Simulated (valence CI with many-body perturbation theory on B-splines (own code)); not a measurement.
Values are calculated unless marked as measured or tabulated.
Basis-set convergence for Cs49+

Method: configuration interaction combined with many-body perturbation theory (CI+MBPT): four valence electrons over a frozen Dirac-Fock core [He], radial functions for each j: 9 s, 9 p, 8 d, 6 f, 3 g, 1 h, with the one-electron correlation potential Σ1 (screened to all orders), the two-electron term Σ2, the three-electron term Σ3, Breit, model QED; selected single and double excitations, second order for the rest, scaled by the run's own slope (own B-spline code, finite nucleus).

The last digits are not significant, and no measured levels were compared; by estimate large intervals hold to a few tenths of a per cent, small ones and those within an open d or f shell to about a per cent.

The reference run has the lowest level (2s^2 2p1/2^2) J=0 and an ionisation energy of 9351.55 eV. Its largest variational space holds 20000 state functions.

Levels are named by their leading jj configuration (3d3/2^4 stands for four electrons in 3d with j = 3/2), which in mixed levels can hold well under half, so a name can repeat and another be missing. Letters in brackets count levels of one name in rising energy.

Changed runs:
A. basis 6 s, 6 p, 5 d, 3 f, 1 g
B. basis 5 s, 5 p, 4 d, 2 f

Excitation energies of the reference run in cm⁻¹, and shifts in cm⁻¹:

| Level | Reference | A | B |
| --- | --- | --- | --- |
| (2s^2 2p1/2 2p3/2) J=1 | 2917460 | -28 | -206 |
| (2s^2 2p1/2 2p3/2) J=2 | 3045600 | +98 | +137 |
| (2s 2p1/2^2 2p3/2) J=2 | 4457520 | -148 | -361 |
| (2s 2p1/2^2 2p3/2) J=1 | 4958100 | -14 | +158 |
| (2s^2 2p3/2^2) J=2 | 6067260 | +43 | -55 |
| (2s^2 2p3/2^2) J=0 | 6402330 | +61 | +203 |
| (2s 2p1/2 2p3/2^2) J=2 [a] | 7239420 | -209 | -620 |
| (2s 2p1/2 2p3/2^2) J=3 | 7526270 | +4.0 | -61 |
| (2s 2p1/2 2p3/2^2) J=0 | 7834630 | -94 | -46 |
| (2s 2p1/2 2p3/2^2) J=1 [a] | 7957630 | -30 | +3.6 |
| (2s 2p1/2 2p3/2^2) J=2 [b] | 8040210 | +94 | +338 |
| (2s 2p1/2 2p3/2^2) J=1 [b] | 8067570 | +13 | +211 |
| Ionisation energy (eV) | 9351.55 | -0.011 | -0.09 |
